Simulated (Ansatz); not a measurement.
Scan of the C1–H5 bond length

CH5NSSi (SMILES CS[Si]N), singlet, at its PBE0-D4/def2-TZVP minimum:

C1  (-0.473, 0.417, -1.869)
S2  (0.690, 0.400, -0.477)
Si3  (-0.528, -0.530, 1.018)
N4  (0.607, -0.524, 2.296)
H5  (-0.632, 1.445, -2.191)
H6  (-1.430, -0.019, -1.574)
H7  (-0.056, -0.160, -2.693)
H8  (1.552, -0.171, 2.277)
H9  (0.360, -0.904, 3.195)
(Å)

The bond length C1–H5 (1.089 Å at the minimum) is set to the values below, with the rest relaxed at PBE0-D4/def2-TZVP at each step. Each method's energies count from its own value at the PBE0-D4 minimum structure. Ansatz 0.2.0; basis: def2-TZVPP; cores frozen in the correlated methods.

CCSD(T) energies along the scan:
```tsv
bond length (Å)	CCSD(T) (eV)
0.937	0.519
0.969	0.301
1.016	0.100
1.071	0.005
1.131	0.028
1.197	0.160
1.266	0.377
1.340	0.663
1.416	0.986
```
They count from the CCSD(T) energy at the PBE0-D4 minimum.

Minimum and curvature along this coordinate at CCSD(T): A fifth-order fit through the nearest points gives 1.088 Å, with a curvature of about 33 eV/Å².

Largest difference from the CCSD(T) curve over the scan: PBE0-D4 0.007; wB97M-V 0.030; HF 0.154 eV. Each curve counts from its own value at the minimum.

No T1 diagnostic of these runs exceeds 0.014.

For scale, one of the runs: CCSD(T)/def2-TZVPP, 216 basis functions (an equivalent command: `ansatz run in.yaml --threads 4`). The run took 41 s on 4 CPU threads (shared host), with 3 GiB of host memory at its peak.
